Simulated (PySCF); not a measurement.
## How methods differ on the excitation energy of In+

In+ [Kr] 4d10 5s2 (1S) → In+ [Kr] 4d9 5s2 5p1 (high-spin determinant), as a difference of total energies. Calculation: PySCF 2.14, in x2c-QZVPPall with one added diffuse shell each of s, p, d, f type (14s10p8d5f1g, 128 functions); the spin-free X2C one-electron Hamiltonian (Gaussian nucleus). Correlated levels: valence and next inner shell: [Ar] 3d10 frozen. The calculations carry no spin-orbit coupling.

```json
{"method": "UHF", "excitation energy (eV)": "18.032"}
{"method": "LDA", "excitation energy (eV)": "19.170"}
{"method": "PBE", "excitation energy (eV)": "18.951"}
{"method": "PBE0", "excitation energy (eV)": "18.897"}
{"method": "r2SCAN", "excitation energy (eV)": "18.961"}
{"method": "MP2 (valence and next inner shell)", "excitation energy (eV)": "19.220"}
{"method": "SCS-MP2 (valence and next inner shell)", "excitation energy (eV)": "19.062"}
```

Problem. How much does correlation contribute at MP2 (valence and next inner shell)?

Solution. 19.220 − (18.032) = 1.188 eV, measured against UHF.

A first-order spin-orbit estimate (lowest level to lowest level, LS coupling) adds -0.200 eV.

The upper state lies above the first ionisation limit, where it may autoionise and the basis confines it.

The determinant of the upper state mixes LS terms, which raises its energy above the lowest term, most at the Hartree-Fock and MP2 levels.
